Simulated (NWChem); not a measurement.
System: CH3BF2O; SMILES B(OC)(F)F

```xyz
8

B     -0.0332     0.5255     0.0000
F     -0.7263     1.6483     0.0000
F      1.2915     0.6096     0.0000
O     -0.6799    -0.6445     0.0000
C     -0.0187    -1.8876     0.0000
H     -0.3193    -2.4573     0.8920
H     -0.3193    -2.4573    -0.8920
H      1.0756    -1.7717     0.0000
```
Atoms are numbered in this order, from 1.

Level: PBE0/def2-SVP (NWChem), optimised geometry, unscaled harmonic frequencies. 

```json
[
 {"frequency (cm⁻¹)": "66", "IR intensity (km/mol)": "0.0"},
 {"frequency (cm⁻¹)": "156", "IR intensity (km/mol)": "2.9"},
 {"frequency (cm⁻¹)": "237", "IR intensity (km/mol)": "5.0"},
 {"frequency (cm⁻¹)": "454", "IR intensity (km/mol)": "14.1"},
 {"frequency (cm⁻¹)": "532", "IR intensity (km/mol)": "2.8"},
 {"frequency (cm⁻¹)": "678", "IR intensity (km/mol)": "78.8"},
 {"frequency (cm⁻¹)": "832", "IR intensity (km/mol)": "8.1"},
 {"frequency (cm⁻¹)": "1152", "IR intensity (km/mol)": "46.6"},
 {"frequency (cm⁻¹)": "1191", "IR intensity (km/mol)": "0.1"},
 {"frequency (cm⁻¹)": "1203", "IR intensity (km/mol)": "18.3"},
 {"frequency (cm⁻¹)": "1430", "IR intensity (km/mol)": "197.5"},
 {"frequency (cm⁻¹)": "1460", "IR intensity (km/mol)": "349.5"},
 {"frequency (cm⁻¹)": "1476", "IR intensity (km/mol)": "5.5"},
 {"frequency (cm⁻¹)": "1482", "IR intensity (km/mol)": "11.7"},
 {"frequency (cm⁻¹)": "1566", "IR intensity (km/mol)": "494.5"},
 {"frequency (cm⁻¹)": "3058", "IR intensity (km/mol)": "37.1"},
 {"frequency (cm⁻¹)": "3160", "IR intensity (km/mol)": "16.4"},
 {"frequency (cm⁻¹)": "3165", "IR intensity (km/mol)": "12.8"}
]
```

The zero-point energy comes out as 33.3 kcal/mol and the thermal correction to the enthalpy at 298.15 K (with zero-point energy) comes out as 37.3 kcal/mol. The heat capacity Cv is 16.7 cal/(mol K), the entropy at 298.15 K and 1 atm (symmetry number 1) is 75.3 cal/(mol K) and the dipole moment is 2.34 D.

Rigid rotor and harmonic oscillator; modes under 100 cm⁻¹ make the entropy uncertain.
